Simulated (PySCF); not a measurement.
Mapped SMILES: `[CH2:1]=[C:2]([O:3][CH:4]([F:5])[F:6])[C:7](=[O:8])[CH:9]([F:10])[F:11]`. Hydrogens are named by the atom that carries them. Ha(C1) is cis to O3; Hb(C1) is trans to O3.

[PySCF 2.14: σ from GIAO-PBE0/pcSseg-1; structure optimised with PBE0-D3(BJ)/def2-SVP; one conformer; no solvent model; rapidly exchanging positions averaged; no relativistic terms]

Scale: TMS for ¹³C (σref 184.41), ¹H (σref 31.27); H2O for ¹⁷O (σref 334.56); ¹⁹F (σref 177.25) against CFCl3 (reference shieldings calculated alike).

```tsv
atoms	nucleus	count	δ (ppm)
F5/F6	¹⁹F	2	-94.2
O3	¹⁷O	1	?
C4	¹³C	1	119.8
C2	¹³C	1	?
C9	¹³C	1	111.6
H(C4)	¹H	1	?
C1	¹³C	1	110.7
H(C9)	¹H	1	?
F10/F11	¹⁹F	2	-151.6
Ha(C1)	¹H	1	5.40
C7	¹³C	1	188.6
Hb(C1)	¹H	1	6.19
O8	¹⁷O	1	649.8
```

Fill in the missing shifts.

## Answers


- C2: 156.3 ppm, alkene carbon bearing oxygen; an sp2 carbon further deshielded by the attached heteroatom
- H(C9): 6.29 ppm, hydrogen on an sp3 CH bonded to 2 F, α to a carbonyl; its carbon carries F, hence the downfield position
- H(C4): 5.93 ppm, hydrogen on an sp3 CH bonded to 2 F and O; its carbon carries F and O, hence the downfield position
- O3: 175.6 ppm, ether oxygen

Shifts are as computed. Against solution values, carbons near 30 ppm lie about +2 ppm off and those near 130 ppm about +5 ppm. Of 1313 compounds with measured shifts, 239 miss one by over three times the rms of a fit or turn the order of signals round; such compounds aren't used in these exercises. Unscaled 19F shifts against computed CFCl3 carry errors that often reach 10 to 50 ppm. Unscaled 17O shifts of doubly bonded oxygen tend to come out too high, by tens of ppm or more. Experimental scales use liquid or dissolved standards, which lie at an offset from isolated H2O (liquid H2O: subtract about 36 ppm).
